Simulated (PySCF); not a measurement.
## Sn2S: bend–stretch map

These are results of PySCF, PBE0, basis S def2-SVP, Sn def2-SVP with ECP28 (scalar-relativistic core potentials, no spin–orbit coupling, density fitting), not measurements.

Rigid scan from the singlet minimum (Sn–Sn 2.914 Å, S–Sn 2.458 Å (×2); Sn–S–Sn 72.7°, S–Sn–Sn 53.7° (×2)). Coordinate: rows scale both bonds, columns set the Sn–S–Sn angle. Energies in kJ/mol from the minimum.

Rows run from the largest first scale (top) to the smallest, columns from the smallest angle to the largest. Lower edges of the bins (kJ/mol): '0' 54.0, '1' 56.0, '2' 59.1, '3' 64.1, '4' 72.0, '5' 84.4, '6' 104.1, '7' 135.4, '8' 184.9, '9' 263.5; top 388.
```
7899999
5789988
4788988
2688988
0688977
3789888
```

Question: Give the energies on the grid of the scan.

Answer: 
```
scale \ angle   90  105  120  135  150  165  180
         0.94   65  140  214  282  188  187  187
         0.97   54  129  198  261  319  184  181
         1.00   59  133  198  255  308  191  190
         1.03   77  148  209  261  310  209  208
         1.06  103  172  228  276  321  233  234
         1.10  148  213  264  306  347  388  277
```

The bond scale of lowest energy on the grid is 0.97 at 90°, 0.97 at 105°, 1.00 at 120°, 1.00 at 135°, 0.94 (edge) at 150°, 0.97 at 165°, 0.97 at 180°.

Other isomers or separated fragments may lie lower.
